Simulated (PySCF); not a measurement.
**BeF⁻ at RHF**

Level: RHF. basis Be aug-pcseg-1, F aug-pcseg-1; no relativity; PySCF 2.14.

- state: ¹Σ⁺ (singlet), closed shell
- bond length: 1.449 Å
- harmonic wavenumber: 1012 cm⁻¹
- force constant: 3.69 mdyn/Å
- rotational constant Be: 1.313 cm⁻¹
- anharmonicity ωexe: 9.77 cm⁻¹
- vibration–rotation constant αe: 0.0195 cm⁻¹
- HOMO–LUMO gap: 5.27 eV
- bond order (Mayer): -0.03
- dipole moment (positive dipole points towards F; it is taken about the centre of mass and depends on that origin): 6.43 D

Hartree–Fock leaves out correlation, which carries a large part of most bond energies and some tenths to 1 eV of ionisation energies.
